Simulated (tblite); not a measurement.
Input of a run (GFN2-xTB geometry optimisation, gas phase (tblite 0.8.0)), started from a force field or distance geometry:
```
{"job": {"kind": "relax", "xc": "GFN2-xTB", "basis": "xTB"}, "charge": 0, "multiplicity": 2}
C      2.810500     0.509800     0.147000
N      2.720000    -0.626900     1.028900
C      1.543100    -1.056400     1.309700
C      0.346600    -0.439000     0.762100
C     -0.661400     0.062900     0.344500
C     -1.879100     0.695700    -0.194600
N     -2.892600    -0.281200    -0.443200
H      3.705100     0.319900    -0.488700
H      2.968100     1.457500     0.701800
H      1.427900    -1.915100     1.979000
H     -2.283400     1.443600     0.545900
H     -1.569400     1.225800    -1.132600
H     -2.475900    -1.224800    -0.405600
H     -3.760300    -0.172300     0.103700
```

Output (eV, eV/Å):
```
step      E/eV     max force
  0    -541.92753    3.556
  1    -542.23017    3.319
  2    -542.36758    3.811
  3    -542.59508    1.079
  4    -542.72332    1.410
  5    -542.84129    1.389
  6    -542.88845    0.718
  7    -542.94372    0.764
  8    -542.96625    0.722
  9    -543.01120    0.460
 10    -543.03818    0.399
 11    -543.06846    0.507
 12    -543.08328    0.446
 13    -543.09267    0.245
 14    -543.09894    0.264
 15    -543.10612    0.357
 16    -543.11537    0.331
 17    -543.12347    0.214
 18    -543.13115    0.299
 19    -543.13884    0.352
 20    -543.14649    0.354
 21    -543.15280    0.208
 22    -543.15673    0.161
 23    -543.15934    0.165
 24    -543.16255    0.236
 25    -543.16668    0.272
 26    -543.17105    0.213
 27    -543.17510    0.176
 28    -543.17999    0.229
 29    -543.18553    0.418
 30    -543.19312    0.379
 31    -543.20070    0.283
 32    -543.20771    0.168
 33    -543.20942    0.465
 34    -543.21521    0.154
 35    -543.21734    0.109
 36    -543.22171    0.202
 37    -543.22498    0.245
 38    -543.23129    0.231
 39    -543.23464    0.150
 40    -543.23760    0.149
 41    -543.24070    0.202
 42    -543.24361    0.249
 43    -543.24329    0.249
 44    -543.24627    0.092
 45    -543.24692    0.083
 46    -543.24785    0.071
 47    -543.24843    0.060
 48    -543.24888    0.045
 49    -543.24905    0.030
 50    -543.24916    0.027
 51    -543.24928    0.030
 52    -543.24944    0.042
 53    -543.24959    0.043
 54    -543.24971    0.031
 55    -543.24983    0.028
 56    -543.24996    0.026
 57    -543.25008    0.035
 58    -543.25016    0.028
 59    -543.25023    0.023
 60    -543.25030    0.024
 61    -543.25038    0.021
 62    -543.25047    0.022
 63    -543.25055    0.023
 64    -543.25063    0.023
 65    -543.25071    0.022
 66    -543.25076    0.022
 67    -543.25081    0.024
 68    -543.25086    0.021
 69    -543.25091    0.016
 70    -543.25095    0.015
 71    -543.25098    0.013
 72    -543.25099    0.012
 73    -543.25101    0.010
```

Summarise the run.

The energy falls by 1.323 eV over 73 L-BFGS steps, the largest force on an atom goes from 3.56 to 0.010 eV/Å, and the atoms move by 0.369 Å rms after alignment. The bond that changes most is C1–N2 (ends: carbon bonded to N and 2 H; nitrogen bonded to 2 C), which shortens by 0.161 Å. Bonds longer at the end by more than 0.005 Å: 3 of 13; shorter: 10. Among the angles that change most is N2–C1–H8, from 105.4° to 117.9°. Among the dihedrals that turn most is H9–C1–N2–C3, from 99° to 15°. The energy rose by more than 1e-5 eV at step 43. The first step brought 23 % of the lowering.

What are the final bond lengths?

C1–N2 1.280 Å, N2=C3 1.319 Å, C3–C4 1.388 Å, C4≡C5 1.214 Å, C5–C6 1.454 Å, C6–N7 1.458 Å, C1–H8 1.077 Å, C1–H9 1.088 Å, C3–H10 1.082 Å, C6–H11 1.097 Å, C6–H12 1.097 Å, N7–H13 1.015 Å, N7–H14 1.015 Å. Numbering counts from 1 in the input's order; the species is `[CH2]/N=C\C#CCN` [radical].

Hardware: an Arm Neoverse V2 with one thread, shared host with 96 logical CPUs at a one-minute load of 40. Cost: 0.29 s of wall time.

Its lowest GFN2-xTB frequency is 10 cm⁻¹, too small to tell a flat minimum from a shallow saddle.

One conformer stands for the species.

The numbers are calculated, not measured.
